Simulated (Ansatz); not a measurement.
A made-up structure of GeH₃Se (charge +1), closed shell:

```tsv
atom	x (Å)	y (Å)	z (Å)
Ge1	-0.4692	-0.4644	-0.1405
Se2	0.7118	1.3936	-0.5084
H3	0.0855	2.7675	-0.5182
H4	-1.5244	-0.8199	-1.1765
H5	1.4909	1.2046	0.7303
```

It is relaxed with PBE-D4/def2-SVP and then PBE0-D4/def2-TZVP (Ansatz 0.2.0). Atoms count as bonded within 1.22 times the sum of their covalent radii (H–H: 0.88 Å). The end point is not checked to be a true minimum.

(1) Does its bonding change? (Judge from chemistry; the calculation decides.)

Results:

(1) Computed: No: no bond forms or breaks.

Where it ends: The first stage lowers the energy by 1.33 eV in 9 steps. It ends as GeH₃Se ([GeH][SeH2]), total charge +1:
Ge1  (-0.516, -0.785, -0.019)
Se2  (0.927, 1.293, -0.631)
H3  (-0.148, 2.289, -0.478)
H4  (-1.449, -0.265, -1.196)
H5  (1.481, 1.550, 0.710)
(Å)

Labels in which every atom is bracketed show which atoms are joined, not bond orders.

For scale, one of the runs: PBE0-D4/def2-TZVP relaxation, 114 basis functions, launched by `ansatz run in.yaml --threads 2 --pin off --events-out ev --progress --plain --max-ram 4352MiB`. Hardware: 2 CPU threads of an Arm Neoverse V1, shared host. Wall time about 17 s.
